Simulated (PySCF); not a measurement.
Precursor series Zr F-H. Gas-phase values, no solvent.

All values below come from TPSSh-D3(BJ)/def2-TZVP // BP86-D3(BJ)/def2-SVP in PySCF. 

```csv
species,coordination number,mean distance from the central atom to its bonded neighbours (Å),charge on the central atom (Mulliken) (e),HOMO (eV),HOMO–LUMO gap (eV)
0 of 4 F replaced by H ([Zr(F)4]),4,1.908,…,-11.06,9.18
1 of 4 F replaced by H ([Zr(F)3(H)]),4,1.892,1.50,-8.40,…
2 of 4 F replaced by H ([Zr(F)2(H)2]),4,1.879,1.24,…,…
3 of 4 F replaced by H ([Zr(F)(H)3]),4,1.866,1.00,-8.01,…
4 of 4 F replaced by H,4,1.855,…,-7.96,5.05
```

Q: Some entries are withheld; supply them.

A: 
- 0 of 4 F replaced by H ([Zr(F)4]), charge on the central atom (Mulliken) (e): 1.81
- 1 of 4 F replaced by H ([Zr(F)3(H)]), HOMO–LUMO gap (eV): 6.10
- 2 of 4 F replaced by H ([Zr(F)2(H)2]), HOMO (eV): -8.10
- 2 of 4 F replaced by H ([Zr(F)2(H)2]), HOMO–LUMO gap (eV): 5.30
- 3 of 4 F replaced by H ([Zr(F)(H)3]), HOMO–LUMO gap (eV): 5.24
- 4 of 4 F replaced by H, charge on the central atom (Mulliken) (e): 0.81
